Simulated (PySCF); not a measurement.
BFCl2, SMILES FB(Cl)Cl. Coordinates come from a ωB97X-D3(BJ)/def2-SVP optimisation.

Level of theory: ωB97X-D3(BJ)/def2-SVP (PySCF).

Harmonic wavenumbers (cm⁻¹): 270, 371, 527, 574, 1044, 1364. Rotational constants (GHz): 7.017, 3.083, 2.142; symmetry number 2.

Q: Work out the zero-point energy and the ideal-gas rigid-rotor harmonic-oscillator thermochemistry at 298.15 K and 1 atm.

A: ZPE = ½ Σ hcν = ½ × 4151 cm⁻¹ = 5.93 kcal/mol. H − E(el) = 9.07 kcal/mol. Entropy in cal/(mol K): translation 39.74, rotation 24.96, vibration 3.86, total 68.56. G − E(el) = -11.37 kcal/mol. Cp = 13.94 cal/(mol K).
